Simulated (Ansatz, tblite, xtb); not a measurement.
**CH6ClSbSi (SMILES [CH3][Sb]([SiH3])[Cl]): the dipole moment, rung by rung**

The species is CH6ClSbSi (10 atoms), meant as a singlet with charge 0. As SMILES, `[CH3][Sb]([SiH3])[Cl]`. Geometry: relaxed at PBE0-D4/def2-TZVP.

Each level gives the dipole moment (D). The values are calculated.

| level | kind | program | value (D) |
| --- | --- | --- | --- |
| GFN2-xTB | semi-empirical | tblite | 3.19 |
| GFN1-xTB | semi-empirical | tblite | 4.11 |
| IPEA1-xTB | semi-empirical | tblite | 4.49 |
| GFN0-xTB | semi-empirical | xtb | 4.34 |
| HF/STO-3G | Hartree–Fock | Ansatz | 3.45 |
| HF/3-21G | Hartree–Fock | Ansatz | 3.95 |
| HF/def2-SVP (core potential) | Hartree–Fock | Ansatz | 2.93 |
| HF/def2-SVPD (core potential) | Hartree–Fock | Ansatz | 3.05 |
| PBE/3-21G | GGA | Ansatz | 3.24 |
| PBE/def2-SVP (core potential) | GGA | Ansatz | 2.39 |

All-electron rows without a relativistic Hamiltonian named are non-relativistic, while core potentials hold scalar relativity, so basis and relativity change together. The values span 2.39 to 4.49 D. Sets without polarisation functions give poor dipoles. Without the sets that lack polarisation functions the rows with a basis span only 2.39 to 3.05 D.
